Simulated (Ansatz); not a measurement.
Gas-phase reaction R1 + 4 R2 + R3 → 2 P1 + P2 + 2 P3, each structure at its B3LYP-D3(BJ)/def2-TZVP stationary point, reached from a drawn start (curvature not checked).
R1, C4H4O (SMILES c1ccoc1) (charge 0, multiplicity 1, Z-matrix in Å and degrees):
```
C
C 1 1.3551
O 2 1.3616 1 110.34
C 3 1.3616 2 106.94 1 0.00
C 4 1.3551 3 110.34 2 -0.02
H 2 1.0753 1 133.64 5 -179.99
H 4 1.0753 5 133.64 1 -179.99
H 5 1.0767 4 126.44 7 -0.01
H 1 1.0767 2 126.44 6 0.00
```
P1: C2H4 (SMILES C=C), charge 0, multiplicity 1.
P2, C2H6 (SMILES CC) (charge 0, multiplicity 1, Z-matrix in Å and degrees):
```
C
H 1 1.0919
H 1 1.0919 2 107.55
H 1 1.0919 2 107.55 3 -115.58
C 1 1.5261 2 111.33 3 122.21
H 5 1.0919 1 111.33 2 60.00
H 5 1.0919 6 107.55 1 -122.21
H 5 1.0919 6 107.55 7 -115.58
```
P3: CH4O (SMILES CO), charge 0, multiplicity 1.
R2: CH4 (SMILES C), charge 0, multiplicity 1.
R3, H2O (SMILES O) (charge 0, multiplicity 1):
| atom | x (Å) | y (Å) | z (Å) |
|---|---|---|---|
| O | 0.0000 | 0.0000 | 0.3896 |
| H | 0.0000 | 0.7650 | -0.1949 |
| H | 0.0000 | -0.7650 | -0.1949 |

P less R. No zero-point or thermal terms.

Correlated levels freeze the cores.

The values were computed with Ansatz (a program for electronic structure) with Gaussian orbitals. No computed number here is a measurement.

Task: Give the reaction energy at the level CCSD(T)/cc-pVDZ.

Result: 41.2 kcal/mol

Task: What reaction energy does SCS-MP2/cc-pVQZ give?

Result: 42.9 kcal/mol

Task: What reaction energy does CCSD(T)/cc-pVQZ give?

Result: 41.4 kcal/mol
